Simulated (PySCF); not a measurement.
**SMILES COc1cc(F)c[o+]n1, [C5H5FNO2]+, charge +1**

Molfile (atoms numbered from 1):
```
C5H5FNO2
     RDKit          3D

 14 14  0  0  0  0  0  0  0  0999 V2000
    1.8929   -1.4625   -1.0480 C   0  0  0  0  0  0  0  0  0  0  0  0
    1.1498   -0.2452   -1.1570 O   0  0  0  0  0  0  0  0  0  0  0  0
    0.2355    0.0216   -0.2957 C   0  0  0  0  0  0  0  0  0  0  0  0
   -0.5046    1.2431   -0.4150 C   0  0  0  0  0  0  0  0  0  0  0  0
   -1.4712    1.4822    0.5309 C   0  0  0  0  0  0  0  0  0  0  0  0
   -2.2077    2.5616    0.5227 F   0  0  0  0  0  0  0  0  0  0  0  0
   -1.6680    0.5161    1.5474 C   0  0  0  0  0  0  0  0  0  0  0  0
   -0.9538   -0.5511    1.5712 O   0  0  0  0  0  0  0  0  0  0  0  0
   -0.0219   -0.8338    0.7017 N   0  0  0  0  0  0  0  0  0  0  0  0
    2.4274   -1.5000   -0.0985 H   0  0  0  0  0  0  0  0  0  0  0  0
    1.2274   -2.3231   -1.1193 H   0  0  0  0  0  0  0  0  0  0  0  0
    2.5934   -1.4521   -1.8798 H   0  0  0  0  0  0  0  0  0  0  0  0
   -0.2944    1.9309   -1.2223 H   0  0  0  0  0  0  0  0  0  0  0  0
   -2.4054    0.6117    2.3394 H   0  0  0  0  0  0  0  0  0  0  0  0
  1  2  1  0
  2  3  1  0
  3  4  2  0
  4  5  1  0
  5  6  1  0
  5  7  2  0
  7  8  1  0
  8  9  2  0
  9  3  1  0
  1 10  1  0
  1 11  1  0
  1 12  1  0
  4 13  1  0
  7 14  1  0
M  CHG  1   8   1
M  END
```

Method: GIAO BHandHLYP/pcSseg-1 magnetisability, rotational g tensor and spin-rotation constants, non-relativistic, gas phase (PySCF). Geometry: GFN2-xTB.

For an ion the centre-of-mass motion in the field is neglected.

(1) What are the magnetisability and the molar susceptibility?

(2) Split it along the inertial axes a, b, c into diamagnetic and paramagnetic parts about the centre of mass, with the quadrupole moment.

(3) And the rotational g tensor?

Results:

(1) Isotropic -1001 × 10⁻³⁰ J/T², or -60.3 × 10⁻⁶ cm³/mol; principal values -1517, -844, -642 × 10⁻³⁰ J/T², anisotropy 794 × 10⁻³⁰ J/T² (root of half the summed squared differences of the principal values). The susceptibility is in cgs units.

(2) 
| axis | χ (10⁻⁶ cm³/mol) | diamagnetic (10⁻⁶ cm³/mol) | paramagnetic (10⁻⁶ cm³/mol) | summed x² of all electrons (Å²) | quadrupole Θ (D Å) |
| --- | --- | --- | --- | --- | --- |
| a | -47.9 | -374.7 | 326.8 | 244.8 | +18.78 |
| b | -41.7 | -1087.6 | 1045.9 | 76.8 | -5.73 |
| c | -91.4 | -1364.3 | 1272.9 | 11.5 | -13.05 |

Anisotropies 2χaa − χbb − χcc = +37.3 and 2χbb − χaa − χcc = +55.9 × 10⁻⁶ cm³/mol. Θ is traceless in Buckingham's convention.

(3) 
| axis | rotational constant (GHz) | g | nuclear part | electronic part |
| --- | --- | --- | --- | --- |
| a | 3.9070 | -0.0594 | 0.5404 | -0.5998 |
| b | 1.1348 | -0.0129 | 0.5447 | -0.5576 |
| c | 0.8843 | +0.0124 | 0.5412 | -0.5288 |

Asymmetric top; isotopes 12C, 19F, 1H, 14N, 16O; no vibrational averaging.
